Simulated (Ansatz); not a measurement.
Saddle point of SnHCl$_{4}$F, closed shell (SnCl₄ ([Cl][Sn]([Cl])([Cl])[Cl]) + HF → SnCl₃F ([F][Sn]([Cl])([Cl])[Cl]) + HCl; bonds formed: Sn1–F7, Cl2–H6; bonds broken: Sn1–Cl2, H6–F7), PBE0-D4/def2-TZVP structure:

```xyz
7
angstrom
Sn -0.5389 -0.0380 -0.1642
Cl 1.6405 -1.0814 0.9446
Cl -0.4927 -1.6789 -1.7552
Cl -1.6742 -0.3965 1.7878
Cl -1.7412 1.6441 -1.1697
H 1.7061 0.3290 0.4431
F 1.1003 1.2215 -0.0864
```

Energies are electronic, without zero-point energy. Barriers and step energies count from the start structure reached by relaxing down the imaginary mode; all methods use the PBE0-D4 structures, on which another method's saddle can fall below an end. Program: Ansatz 0.2.0. Basis: def2-TZVPP, with def2-QZVPP for the basis limit. Cores are frozen in the correlated methods. Filled d shells of the heavier atoms are correlated. Core potentials replace the inner electrons of the atoms past krypton. The def2 sets are not built for correlating such inner shells, so the correlated values are less sure here. B3LYP uses VWN-RPA correlation. Extrapolation: Hartree–Fock as exp(−7.88 √X), correlation as X^−2.97.

```tsv
method	barrier (eV)	step energy (eV)
SPW92	0.359	0.389
PBE-D4	0.643	0.346
BLYP-D4	0.736	0.283
r2SCAN-D4	?	0.328
B97M-V	0.823	0.283
PBE0-D4	0.827	0.400
B3LYP-D4	?	0.328
r2SCAN0-D4	0.844	0.387
BHLYP-D4	1.057	0.368
CAM-B3LYP-D4	0.864	0.283
wB97X-V	0.888	0.311
wB97M-V	0.874	0.356
B2PLYP	?	0.315
PBE-QIDH	0.927	0.410
RPA on PBE	0.931	0.292
HF	1.471	0.322
MP2	0.942	0.410
CCSD	1.080	0.341
CCSD(T)	0.975	0.345
```

Question: Fill in the withheld barriers. (Judge from chemistry; the value comes from the calculation.)

Answer: Computed: B2PLYP 0.901; B3LYP-D4 0.868; r2SCAN-D4 0.684 eV. Each is the energy of the saddle less that of the start structure, by the same method.

For comparison, the barrier by CCSD(T) at an estimated basis limit (MP2 extrapolated from triple and quadruple zeta, plus CCSD(T) − MP2 in triple zeta) is 0.912 eV.

No T1 diagnostic of these runs exceeds 0.012.

Labels in which every atom is bracketed show which atoms are joined, not bond orders.

For scale, one of the runs: CCSD(T)/def2-TZVPP, 263 basis functions, launched by `ansatz run in.yaml --threads 8 --pin off --events-out ev --progress --plain --max-ram 19148MiB`. Time: 4.5 min of wall clock on 8 CPU threads of an Intel Xeon; the host was shared. Peak host memory: 6.6 GiB.
